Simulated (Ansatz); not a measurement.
Basis-set extrapolation for C₅H₁₂O₂ (`OCCCCCO`) (PBE0-D4/def2-TZVP geometry, frozen core, Ansatz). Multiplicity 1, RHF reference.

```tsv
	def2-TZVPP	def2-QZVPP
HF	-346.178954	-346.195397
MP2 correlation	-1.353903	-1.448042
CCSD(T) correlation	-1.465315	not run
```

Energies in hartree. Use E(X) = E(∞) + A·exp(−7.88·√X) for Hartree–Fock and E(X) = E(∞) + B·X^(−2.97) for correlation, with X = 3 and 4, and add CCSD(T) minus MP2 of the smaller set to the MP2 limit.

Task: What is the CCSD(T) energy at the basis-set limit?

Result: HF limit: -346.195397 + (-0.016443) × 0.13774 = -346.19766. MP2 limit: -1.448042 + (-0.094139) × 0.74074 = -1.51777. Higher-order term: -1.465315 − (-1.353903) = -0.11141. Total: -347.82684 hartree, 4.97 eV below CCSD(T)/def2-TZVPP.
